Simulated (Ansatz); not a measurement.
Ansatz (an electronic-structure program) input (HF/def2-QZVPPD):
A basis named .json is the Basis Set Exchange file of that set.

Ansatz 0.2 input:
```yaml
crystal:
  periodic: [false, false, false]
  atoms:
    - {symbol: In, position_ang: [-0.07556240, -0.06236457, 0.15496880]}
    - {symbol: O, position_ang: [1.25485161, -0.15143501, -1.41310123]}
    - {symbol: H, position_ang: [1.93426997, 0.54370442, -1.48875941]}
    - {symbol: O, position_ang: [-0.38649392, -1.06448346, 1.76070988]}
    - {symbol: H, position_ang: [-1.17497609, -0.79778022, 2.25905170]}
    - {symbol: O, position_ang: [-0.40525779, 1.47354529, -1.14066118]}
    - {symbol: H, position_ang: [-0.76153521, 1.24892536, -2.01934323]}
basis:
  gaussian:
    orbitals: def2-QZVPPD.json
hamiltonian:
  xc: hf
total_charge: 1
magnetization: {spin_polarized: true, initial_magnetization: 1}
```

Output:

```
Functional definition: HF
integrals: 0.40 GiB planned
1585 factors; their error is unknown
mean field: 3.14 GiB planned
mean field evaluation 1: about -11292.4211 eV, gradient 5.4e1 eV
mean field evaluation 2: about -11297.0229 eV, gradient 4.0e1 eV
mean field evaluation 4: about -11302.1895 eV, gradient 2.3e0 eV
mean field evaluation 8: about -11302.2832 eV, gradient 6.0e-1 eV
mean field evaluation 16: about -11302.4142 eV, gradient 2.6e-2 eV
mean field evaluation 32: about -11302.5119 eV, gradient 5.3e-1 eV
mean field evaluation 64: about -11300.4109 eV, gradient 5.3e0 eV
mean field -11302.54818253 eV, -415.3609845655 hartree, gradient 5.5e-5 eV, S^2 0.779855; 1 other end points of the search recorded, 0 dependent functions left out
reference -11302.54818253 eV, -415.3609845655 hartree; 24, 23 occupied and 361, 362 virtual orbitals, 1585 factors
Total energy: -11302.54818253 eV, -415.3609845655 hartree
```
